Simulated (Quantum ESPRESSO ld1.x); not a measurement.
Re4+, 71 electrons, occupied as [Xe] 4f14 5d3 (the NIST ground configuration). Method: scalar-relativistic Kohn-Sham, PBE, spin-unpolarised, spherical densities, point nucleus; computed with ld1.x of Quantum ESPRESSO 7.5.

Normalised radial functions P(r) = r R(r), r in bohr:

r              4d      4f
0.00321    0.0005  0.0000
0.004905   0.0014  0.0000
0.007555   0.0046  0.0000
0.01155    0.0139  0.0002
0.01778    0.0415  0.0008
0.02717    0.1133  0.0034
0.04152    0.2767  0.0142
0.06396    0.5741  0.0544
0.09774    0.8798  0.1746
0.1505     0.7586  0.4634
0.23      -0.2021  0.9174
0.3543    -1.3804  1.3007
0.5415    -1.4367  1.2418
0.8274    -0.6463  0.7999
1.274     -0.1163  0.3315
1.947     -0.0067  0.0804
3         -0.0001  0.0083
4.584     0.0000  0.0002

4d: eigenvalue -300.19 eV, 1 radial node at r = 0.215 bohr, <r> = 0.500 bohr, 90 % of the charge inside 0.749 bohr. 4f: eigenvalue -87.083 eV, 0 radial nodes, <r> = 0.578 bohr, 90 % of the charge inside 0.950 bohr.
